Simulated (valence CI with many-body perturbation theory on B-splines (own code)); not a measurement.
Values are calculated unless marked as measured or tabulated.
**Level structure of Ir45+**

Level of theory: valence CI with perturbative core correlation (CI+MBPT): four valence electrons over a frozen Dirac-Fock core [Ar] 3d10, radial functions for each j: 11 s, 11 p, 10 d, 8 f, 5 g, 2 h, with the one-electron correlation potential Σ1, the two-electron term Σ2, the three-electron term Σ3, Breit, model QED; selected CI, second order for the rest, scaled by the run's own slope (own B-spline code, finite nucleus).

The last digits are not significant, and no measured levels were compared; by estimate large intervals hold to a few tenths of a per cent, small ones and those within an open d or f shell to about a per cent. Among the levels kept, up to 420 cm⁻¹ of a level comes from second order outside the variational space, and about a tenth of that is noise between levels of different J, which matters for small intervals.

Levels 1 to 45 of 188, with energies above the lowest level, (4s^2 4p1/2^2) J=0. "Leading %" is the weight of the configuration and term that name the level; weights of strongly mixed levels are sums over their largest components and can fall short. In the jj column 3d3/2^4 stands for four electrons in 3d with j = 3/2.

```
No.  Configuration  Term  J  E (× 10³ cm⁻¹)  Leading %                   Leading jj    Second component
  1        4s2 4p2    3P  0            0.00         70          4s^2 4p1/2^2 (99 %)     30 % 4s2 4p2 1S
  2        4s2 4p2    3P  1          921.25         99      4s^2 4p1/2 4p3/2 (99 %)                    
  3        4s2 4p2    1D  2          957.92         64      4s^2 4p1/2 4p3/2 (99 %)     36 % 4s2 4p2 3P
  4         4s 4p3   3P°  2          1759.2         46      4s 4p1/2^2 4p3/2 (97 %)     30 % 4s 4p3 5S°
  5         4s 4p3   3D°  1          1884.6         35      4s 4p1/2^2 4p3/2 (94 %)     26 % 4s 4p3 1P°
  6        4s2 4p2    3P  2          1907.0         63          4s^2 4p3/2^2 (99 %)     36 % 4s2 4p2 1D
  7        4s2 4p2    1S  0          1986.2         69          4s^2 4p3/2^2 (99 %)     30 % 4s2 4p2 3P
  8      4s2 4p 4d   3F°  2          2242.0         74      4s^2 4p1/2 4d3/2 (98 %)  20 % 4s2 4p 4d 1D°
  9      4s2 4p 4d   3D°  1          2399.3         51      4s^2 4p1/2 4d3/2 (93 %)  26 % 4s2 4p 4d 1P°
 10      4s2 4p 4d   3P°  2          2502.3         36      4s^2 4p1/2 4d5/2 (80 %)  29 % 4s2 4p 4d 3D°
 11      4s2 4p 4d   3F°  3          2519.3         49      4s^2 4p1/2 4d5/2 (90 %)  22 % 4s2 4p 4d 3D°
 12         4s 4p3   3D°  2          2678.3         45      4s 4p1/2 4p3/2^2 (80 %)     34 % 4s 4p3 5S°
 13         4s 4p3   3D°  3          2739.0         89      4s 4p1/2 4p3/2^2 (89 %)   8 % 4s2 4p 4d 3F°
 14         4s 4p3   3P°  0          2779.7         96      4s 4p1/2 4p3/2^2 (96 %)                    
 15         4s 4p3   3P°  1          2839.9         47      4s 4p1/2 4p3/2^2 (94 %)     20 % 4s 4p3 3D°
 16         4s 4p3   1D°  2          2859.4         69      4s 4p1/2 4p3/2^2 (90 %)     14 % 4s 4p3 3D°
 17         4s 4p3   3S°  1          2872.3         38      4s 4p1/2 4p3/2^2 (96 %)     23 % 4s 4p3 3D°
 18      4s 4p2 4d    5F  1          3090.2         42      4s 4p1/2^2 4d3/2 (98 %)   36 % 4s 4p2 4d 3D
 19      4s 4p2 4d    3D  2          3119.8         29      4s 4p1/2^2 4d3/2 (94 %)   22 % 4s 4p2 4d 5F
 20      4s2 4p 4d   3D°  2          3299.6         50      4s^2 4p3/2 4d3/2 (91 %)  23 % 4s2 4p 4d 1D°
 21      4s2 4p 4d   3P°  1          3312.8         55      4s^2 4p3/2 4d3/2 (93 %)  35 % 4s2 4p 4d 3D°
 22      4s2 4p 4d   3P°  0          3316.9         95      4s^2 4p3/2 4d3/2 (95 %)                    
 23      4s2 4p 4d   3F°  3          3318.7         42      4s^2 4p3/2 4d3/2 (92 %)  34 % 4s2 4p 4d 1F°
 24      4s 4p2 4d    3D  3          3348.3         32      4s 4p1/2^2 4d5/2 (95 %)   22 % 4s 4p2 4d 5D
 25      4s 4p2 4d    3F  2          3409.6         25      4s 4p1/2^2 4d5/2 (89 %)   21 % 4s 4p2 4d 1D
 26      4s2 4p 4d   3F°  4          3417.5         99      4s^2 4p3/2 4d5/2 (99 %)                    
 27      4s2 4p 4d   3P°  2          3440.0         41      4s^2 4p3/2 4d5/2 (88 %)  36 % 4s2 4p 4d 1D°
 28      4s2 4p 4d   3D°  3          3573.5         55      4s^2 4p3/2 4d5/2 (93 %)  42 % 4s2 4p 4d 1F°
 29      4s2 4p 4d   1P°  1          3592.6         62      4s^2 4p3/2 4d5/2 (94 %)  23 % 4s2 4p 4d 3P°
 30            4p4    3P  2          3703.5         56       4p1/2^2 4p3/2^2 (82 %)         26 % 4p4 1D
 31            4p4    1S  0          3758.9         55       4p1/2^2 4p3/2^2 (87 %)         33 % 4p4 3P
 32         4s 4p3   3P°  2          3769.6         45            4s 4p3/2^3 (87 %)     16 % 4s 4p3 1D°
 33         4s 4p3   1P°  1          3887.5         39            4s 4p3/2^3 (93 %)     24 % 4s 4p3 3S°
 34      4s2 4p 4f    3G  3          3933.0         48      4s^2 4p1/2 4f5/2 (64 %)   17 % 4s 4p2 4d 3G
 35      4s 4p2 4d    5D  0          3939.3         84  4s 4p1/2 4p3/2 4d3/2 (96 %)   13 % 4s 4p2 4d 3P
 36      4s 4p2 4d    5D  1          3941.7         54  4s 4p1/2 4p3/2 4d3/2 (98 %)   21 % 4s 4p2 4d 5F
 37      4s 4p2 4d    5F  2          3943.3         44  4s 4p1/2 4p3/2 4d3/2 (91 %)   12 % 4s 4p2 4d 5D
 38      4s 4p2 4d    5F  3          3970.2         39  4s 4p1/2 4p3/2 4d3/2 (72 %)   23 % 4s 4p2 4d 3F
 39      4s2 4p 4f    3F  2          3997.6         40      4s^2 4p1/2 4f5/2 (79 %)   23 % 4s2 4p 4f 1D
 40      4s 4p2 4d    3G  4          4000.7         25  4s 4p1/2 4p3/2 4d3/2 (59 %)   17 % 4s2 4p 4f 3G
 41      4s2 4p 4f    3D  3          4042.4         39      4s^2 4p1/2 4f7/2 (77 %)   26 % 4s2 4p 4f 3F
 42      4s2 4p 4f    3G  4          4082.4         24      4s^2 4p1/2 4f7/2 (58 %)   17 % 4s2 4p 4f 3F
 43      4s 4p2 4d    3F  2          4098.8         63  4s 4p1/2 4p3/2 4d3/2 (84 %)    7 % 4s 4p2 4d 5P
 44      4s 4p2 4d    5P  3          4127.1         33  4s 4p1/2 4p3/2 4d3/2 (68 %)   24 % 4s 4p2 4d 3D
 45      4s 4p2 4d    5D  4          4131.4         50  4s 4p1/2 4p3/2 4d5/2 (98 %)   31 % 4s 4p2 4d 5F
```

The ionisation energy to 4s2 4p 2P°_1/2 of the next ion comes out as 2437.1 eV (NIST: 2435 ± 4 eV (theoretical)). All 188 levels together are meant to be complete up to 6009.8 × 10³ cm⁻¹.
